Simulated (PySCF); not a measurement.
Species: C₄H₉FOSi.
Numbering: `[CH3:1][O:2][Si@@H:3]1[CH2:4][CH2:5][C@@H:6]1[F:7]` (hydrogens: H8, H9, H10 on C1; H11 on Si3; H12, H13 on C4; H14, H15 on C5; H16 on C6)

The same species was optimised twice, with GFN2-xTB and with PBE0-D3(BJ)/def2-SVP (PySCF), and the same property calculations (PySCF, gas phase) were run on both structures.

| coordinate | GFN2-xTB | PBE0-D3(BJ)/def2-SVP | change |
| --- | --- | --- | --- |
| O2–Si3 (Å) | 1.612 | 1.662 | +0.050 |
| Si3–C6 (Å) | 1.936 | 1.912 | -0.024 |
| Si3–C4 (Å) | 1.900 | 1.882 | -0.018 |
| C6–F7 (Å) | 1.390 | 1.377 | -0.013 |
| C4–C5 (Å) | 1.544 | 1.552 | +0.008 |
| C1–O2 (Å) | 1.402 | 1.406 | +0.004 |
| C5–C6 (Å) | 1.538 | 1.541 | +0.003 |
| C1–O2–Si3 (°) | 130.5 | 123.6 | -6.9 |
| O2–Si3–C6 (°) | 118.3 | 111.8 | -6.5 |
| Si3–C6–F7 (°) | 116.9 | 122.3 | +5.4 |
| Si3–C4–C5 (°) | 92.0 | 87.4 | -4.6 |
| Si3–C6–C5 (°) | 90.8 | 86.6 | -4.2 |
| C5–C6–F7 (°) | 112.3 | 114.8 | +2.5 |
| O2–Si3–C4 (°) | 109.2 | 110.7 | +1.5 |
| C4–Si3–C6 (°) | 76.3 | 77.4 | +1.1 |
| C1–O2–Si3–C4 (°) | 166 | 148 | -18 |

Rotational constants: A = 3140, B = 1699, C = 1273 MHz (GFN2-xTB) against A = 2785, B = 1962, C = 1375 MHz (PBE0-D3(BJ)/def2-SVP). Point groups within 0.08 Å: C1 and C1. Atoms that the bonding makes alike are paired by their places after alignment.

On the GFN2-xTB structure: HOMO (eV) -7.29 [PBE0/pcSseg-1]; LUMO (eV) 0.37 [PBE0/pcSseg-1]; dipole (D) 1.60 [PBE0/pcSseg-1]; GIAO shielding of C1 (ppm) 132.3 [PBE0/pcSseg-1]; GIAO shielding of O2 (ppm) 321.9 [PBE0/pcSseg-1]; GIAO shielding of Si3 (ppm) 350.5 [PBE0/pcSseg-1]; GIAO shielding of C4 (ppm) 172.4 [PBE0/pcSseg-1]; GIAO shielding of C5 (ppm) 155.8 [PBE0/pcSseg-1]; GIAO shielding of C6 (ppm) 87.7 [PBE0/pcSseg-1]; GIAO shielding of F7 (ppm) 400.6 [PBE0/pcSseg-1].

Question: What do these properties become on the PBE0-D3(BJ)/def2-SVP structure?

Answer: 
| property | level | on GFN2-xTB | on PBE0-D3(BJ)/def2-SVP | change |
| --- | --- | --- | --- | --- |
| HOMO (eV) | PBE0/pcSseg-1 | -7.29 | -7.47 | -0.18 |
| LUMO (eV) | PBE0/pcSseg-1 | 0.37 | 0.61 | +0.24 |
| dipole (D) | PBE0/pcSseg-1 | 1.60 | 1.03 | -0.57 |
| energy, GFN2-xTB geometry as zero (kcal/mol) | PBE0/pcSseg-1 | 0.0 | -3.8 | -3.8 |
| GIAO shielding of C1 (ppm) | PBE0/pcSseg-1 | 132.3 | 130.8 | -1.5 |
| GIAO shielding of O2 (ppm) | PBE0/pcSseg-1 | 321.9 | 329.1 | +7.2 |
| GIAO shielding of Si3 (ppm) | PBE0/pcSseg-1 | 350.5 | 338.8 | -11.7 |
| GIAO shielding of C4 (ppm) | PBE0/pcSseg-1 | 172.4 | 177.0 | +4.6 |
| GIAO shielding of C5 (ppm) | PBE0/pcSseg-1 | 155.8 | 151.1 | -4.7 |
| GIAO shielding of C6 (ppm) | PBE0/pcSseg-1 | 87.7 | 94.5 | +6.8 |
| GIAO shielding of F7 (ppm) | PBE0/pcSseg-1 | 400.6 | 401.7 | +1.1 |

The heavy atoms differ by 0.243 Å rms after alignment. Among bonds between heavy atoms O2–Si3 changes most (+0.050 Å). Changes are differences of the printed values. Neither structure is proved a minimum here.

Shape of the structure used: `[CH3:1][O:2][Si@@H:3]1[CH2:4][CH2:5][C@@H:6]1[F:7]`: C1–O2–Si3–C4 148°.
